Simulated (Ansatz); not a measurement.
Calculated with Ansatz (gas phase, PBE0-D4/def2-TZVP geometries, no zero-point term in ΔE). CBS: MP2 limit from def2 TZ/QZ plus the TZ coupled-cluster correction, frozen cores. This one scheme is used for every species. DFT in def2-TZVPP. B3LYP here is the variant with VWN-RPA as its local correlation; programs differ in this. HSE06 is defined as in plane-wave codes. For Se outer-core shells are correlated without core-valence functions, which leaves a few kJ/mol of doubt a bond. Scalar relativity is left out up to krypton. Each species was taken in one conformer, which may not be the lowest.

Reaction (cleavage of the Al–Al bond): `[AlH2][AlH][SeH]` + `N[SiH3]` → `[AlH2][NH][SiH3]` + `[AlH2][SeH]`

`[AlH2][AlH][SeH]`:

Cartesian coordinates in Å:
```
Al 1.148 1.400 -0.585
Al -0.677 -0.371 -0.130
Se -0.325 -1.817 1.664
H 1.103 2.837 0.101
H 2.367 1.103 -1.566
H -2.032 -0.607 -0.930
H -1.583 -2.543 1.447
```

`N[SiH3]`:

Z-matrix (Å, degrees):
```
Si
N 1 1.720
H 1 1.486 2 107.9
H 1 1.494 2 116.0 3 -120.3
H 1 1.486 2 107.9 3 119.4
H 2 1.007 1 119.6 3 -168.6
H 2 1.007 1 119.6 3 49.2
```

`[AlH2][NH][SiH3]`:

Cartesian coordinates in Å:
```
Al 1.520 -0.763 0.529
N -0.211 -0.343 0.498
Si -1.065 0.700 -0.581
H 2.461 -0.118 -0.565
H 2.008 -1.761 1.657
H -0.787 -0.773 1.211
H -2.137 -0.018 -1.327
H -0.077 1.238 -1.552
H -1.713 1.837 0.131
```

`[AlH2][SeH]`:

```xyz
5

Al   -0.643    0.223   -0.177
Se    1.270   -1.066   -0.354
H    -1.774   -0.052   -1.245
H    -0.743    1.301    0.974
H     1.890   -0.406    0.802
```

| level | ΔE (kJ/mol) | difference from CCSD(T)/CBS |
| --- | --- | --- |
| LDA (SPW92) | -91.9 | 11.9 |
| revPBE-D4 | -89.2 | 14.6 |
| PBE0-D4 | -88.9 | 14.9 |
| r2SCANh-D4 | -103.4 | 0.4 |
| ωB97X-V | -102.7 | 1.1 |
| PBE-QIDH | -99.3 | 4.5 |
| PBE0 | -87.2 | 16.6 |
| B3LYP | -101.8 | 2.0 |
| r2SCAN0 | -102.1 | 1.7 |
| HSE06 | -87.0 | 16.8 |
| BHLYP | -106.1 | -2.3 |
| RPA@PBE/def2-TZVPP | -103.2 | 0.6 |
| HF/def2-SVP | -112.2 | -8.4 |
| HF/def2-QZVPP | -107.4 | -3.6 |
| SCS-MP2/def2-QZVPP | -113.9 | -10.1 |
| CCSD/CBS(def2) | -103.3 | 0.5 |
| CCSD(T)/CBS | -103.8 | 0 |

Largest T1 diagnostic among the species: 0.011.

At CCSD(T), def2-SVP lies −9.4 kJ/mol from the extrapolated value and def2-TZVPP −0.3 kJ/mol. Leaving LDA and LC-ωPBE aside and taking each functional with its dispersion term where it has one, the values, not all of them listed here, spread over 28.9 kJ/mol, from B97M-V to PBE-D4. LDA lies −7.4 kJ/mol from PBE without D4. The D4 term adds −3.6 kJ/mol with B3LYP and −1.8 kJ/mol with PBE0; it sums over pairs of atoms, weighted by their polarisabilities, and B3LYP, whose exchange is more repulsive, gets the larger term.
